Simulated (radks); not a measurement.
Values are calculated unless marked as measured or tabulated.
All-electron atom: Pt38+ in [Ar] 3d10 4s1 4p6 4d4 4f1 (not the ground configuration).

Code: a radial shooting solver on a logarithmic mesh with Libxc functionals. Model: non-relativistic Kohn-Sham, BLYP, spin-polarised, spherical densities, point nucleus; open shells are filled with parallel spins first (spin-orbit coupling, left out, can overturn this in heavy ions); relativity is left out, which matters for an element this heavy.

Energy parts (hartree):
| part | energy |
|---|---|
| total | -16450.6587 |
| kinetic | 16448.6001 |
| electron-nucleus | -36529.2653 |
| Hartree | 3899.4963 |
| exchange-correlation | -269.4899 |

Orbitals (lengths in bohr, moments of r in powers of bohr; r(max) is where P^2 peaks):
| orbital | occ. | eigenvalue (hartree) | r(max) |
|---|---|---|---|
| 1s up | 1 | -2676.183 | 0.01288 |
| 1s down | 1 | -2676.144 | 0.01288 |
| 2s up | 1 | -496.1460 | 0.07004 |
| 2s down | 1 | -495.9294 | 0.07004 |
| 2p up | 3 | -479.1705 | 0.05434 |
| 2p down | 3 | -478.9986 | 0.05433 |
| 3s up | 1 | -160.4422 | 0.1906 |
| 3s down | 1 | -160.2347 | 0.1906 |
| 3p up | 3 | -152.6258 | 0.1793 |
| 3p down | 3 | -152.4259 | 0.1792 |
| 3d up | 5 | -138.2166 | 0.1408 |
| 3d down | 5 | -137.9961 | 0.1408 |
| 4s up | 1 | -72.97383 | 0.4027 |
| 4s down | 0 | -72.34203 | 0.4028 |
| 4p up | 3 | -69.52852 | 0.3984 |
| 4p down | 3 | -68.89781 | 0.3985 |
| 4d up | 4 | -63.37749 | 0.3820 |
| 4d down | 0 | -62.74795 | 0.3820 |
| 4f up | 1 | -55.74009 | 0.3176 |
| 4f down | 0 | -55.18673 | 0.3154 |
| 5s up | 0 | -41.52937 | 0.7225 |
| 5s down | 0 | -41.32400 | 0.7263 |
| 5p up | 0 | -39.88455 | 0.7283 |
| 5p down | 0 | -39.68846 | 0.7325 |

The highest occupied level is 4f up at -1516.8 eV. The configuration is held as typed, so some empty levels lie below it. Virial ratio -V/T = 2.00013. Spin moment in Bohr magnetons: 6.
